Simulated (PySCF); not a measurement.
## Deuteron quadrupole couplings in `C#C[C@@H]1C[C@]1(F)C=C`

C7H7F.
Structure used (GFN2-xTB), in Å, numbered top down from 1:
```xyz
15
C7H7F angstrom
C      2.588    1.074    0.752
C      1.829    0.165    0.568
C      0.929   -0.917    0.333
C      0.426   -1.195   -1.062
C     -0.518   -0.638   -0.036
F     -1.415   -1.540    0.479
C     -1.040    0.734   -0.132
C     -2.270    1.085    0.201
H      3.258    1.861    0.923
H      1.086   -1.776    0.976
H      0.292   -2.226   -1.349
H      0.740   -0.539   -1.859
H     -0.320    1.451   -0.500
H     -2.607    2.103    0.112
H     -2.982    0.367    0.571
```

Level: B3LYP/pcJ-1 (PySCF, non-relativistic); Q(2H) = 0.00286 b; rigid geometry, the same for H and D, with no vibrational averaging.

Task: Rank these positions by the coupling χzz of a deuteron there, largest first.
A. H14 (vinylic hydrogen)
B. H13 (vinylic hydrogen)
C. H9 (alkyne hydrogen)
D. H15 (vinylic hydrogen)

Result: C (259 kHz), A (221 kHz), D (217 kHz), B (208 kHz).

Task: What are Vzz, η and χzz (234.96 MHz × Q × Vzz) at all hydrogens?

Result: 
| atom | bonded to | bond length (Å) | Vzz (au) | η | χzz (kHz) |
| --- | --- | --- | --- | --- | --- |
| H9 | C1 | 1.049 | 0.3851 | 0.01 | 259 |
| H10 | C3 | 1.084 | 0.3043 | 0.10 | 204 |
| H11 | C4 | 1.079 | 0.3171 | 0.07 | 213 |
| H12 | C4 | 1.079 | 0.3147 | 0.08 | 211 |
| H13 | C7 | 1.081 | 0.3099 | 0.09 | 208 |
| H14 | C8 | 1.075 | 0.3290 | 0.06 | 221 |
| H15 | C8 | 1.077 | 0.3226 | 0.05 | 217 |

Task: How does χzz go with the bond length over the 7 C–H bonds?

Result: A straight-line fit has a slope of -15.3 kHz for each 0.01 Å, with a correlation coefficient of -1.00, over lengths from 1.049 to 1.084 Å. The longer bonds have the smaller couplings here.

Geometry: GFN2-xTB, one conformer, isolated molecule. GFN2-xTB bond lengths can be off by several hundredths of an ångström, more for odd bonds, and the gradients follow them. These gradients aren't converged with respect to the basis.
